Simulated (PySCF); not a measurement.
BH2O3, SMILES [O-]B(O)O, charge -1. Atoms are numbered in the order given.

```xyz
6

O      0.0000     1.1715    -0.7241
B      0.0000     0.0000     0.1083
O      0.0000    -1.1715    -0.7241
O      0.0000     0.0000     1.4070
H      0.0000     1.9086    -0.1058
H      0.0000    -1.9086    -0.1058
```
Charge -1, spin multiplicity 1.

Coordinates come from a B3LYP-D3(BJ)/def2-SVPD optimisation. Other conformers were not sampled.

Method: B3LYP-D3(BJ)/def2-SVPD (PySCF).

Frequencies are harmonic and unscaled.

```
mode  ν (cm⁻¹)  IR (km/mol)  moving atoms (share of kinetic energy)
----  --------  -----------  --------------------------------------
1          421          6.5                  O 75 %, H 15 %, B 10 %
2          463         58.8                          O 76 %, H 17 %
3          508          0.0                          H 86 %, O 14 %
4          526        114.4                          H 90 %, B 10 %
5          717         91.4                          B 72 %, O 21 %
6          797          9.7                          O 81 %, H 13 %
7          961        431.5                  H 51 %, O 37 %, B 12 %
8         1065         33.3                          H 70 %, O 30 %
9         1208        137.1                  B 63 %, H 27 %, O 10 %
10        1545        649.2                          B 67 %, O 29 %
11        3876         27.4                                  H 94 %
12        3879          3.6                                  H 94 %
```
